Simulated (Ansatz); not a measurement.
Consider the isomerisation: `OC/C(O)=N\[SiH3]` → `C=C[Si](N)(O)O`.

Computed with Ansatz on PBE0-D4/def2-TZVP structures; ΔE is electronic, products minus reactants. CBS: MP2 limit from def2 TZ/QZ plus the TZ coupled-cluster correction, frozen cores. Functionals use def2-TZVPP. One conformer a species, not always the lowest.

CCSD(T)/CBS gives -87.4 kcal/mol.

Another level gave -87.4 kcal/mol. Which?
A. ωB97X-V/def2-TZVPP
B. MP2/def2-TZVPP
C. CCSD(T)/def2-TZVPP
D. PBE/def2-TZVPP

B. MP2/def2-TZVPP -87.4, CCSD(T)/def2-TZVPP -84.6, PBE -75.1, ωB97X-V -79.5 kcal/mol.

Largest T1 diagnostic among the species: 0.013.

From PBE to PBE0 (25 % exact exchange), in def2-TZVPP and without D4, ΔE moves by −3.6 kcal/mol.
